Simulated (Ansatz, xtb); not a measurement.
**Isomers of CH9GeNOSi in order of energy**

4 gas-phase structures of CH9GeNOSi, from a drawn sample of its isomers (lower ones may exist). Each was relaxed with GFN2-xTB; where two conformers were screened, the lower at r2SCAN-D4/def2-SVP is listed:

A. `C[O][GeH2][NH][SiH3]`, a singlet
B. `C[NH][GeH2][O][SiH3]`, a singlet
C. `CN[SiH2][O][GeH3]`, a singlet
D. `CO[SiH2][NH][GeH3]`, a singlet

Make a reasoned guess at their ranking by r2SCAN-D4/def2-SVP single-point energy.

Calculated order at r2SCAN-D4/def2-SVP: C (0.000), B (0.331), D (0.345), A (0.860) eV. Less than 1 kcal/mol parts B and D, so the order within that pair means little.

Energies above the lowest of each column, in eV; the last columns are at B3LYP-D3(BJ)/def2-SVP geometries (a dash: not run or not comparable):

```csv
structure,GFN2-xTB,HF/STO-3G,r2SCAN-D4/def2-SVP,B3LYP-D3(BJ)/def2-SVP,CCSD(T)/def2-SVP + ΔMP2/def2-TZVPP
C,0.000,0.040,0.000,0.000,0.000
B,0.354,0.228,0.331,0.443,0.462
D,0.558,0.000,0.345,0.428,0.422
A,1.300,0.140,0.860,1.017,–
```

CCSD(T)/def2-SVP + ΔMP2/def2-TZVPP puts C lowest of those it was run on; HF/STO-3G picks D. CCSD(T)/def2-SVP + ΔMP2/def2-TZVPP orders those it was run on as C (0.000), D (0.422), B (0.462) eV. Less than 1 kcal/mol parts D and B, so the order within that pair means little. Flexible structures stand in one conformer each, not always the lowest. Frequencies (GFN2-xTB) were run for B, C, D alone. ΔMP2 is the change of the MP2 energy from the smaller to the larger basis.

Over these structures GFN2-xTB departs from r2SCAN-D4/def2-SVP by 0.158 eV on average once a common shift is removed. A GFN2-xTB relaxation took about 0.13 s and the r2SCAN-D4/def2-SVP energy about 1.5 s on a shared host (Ansatz 0.2.0, xtb 6.7.1).
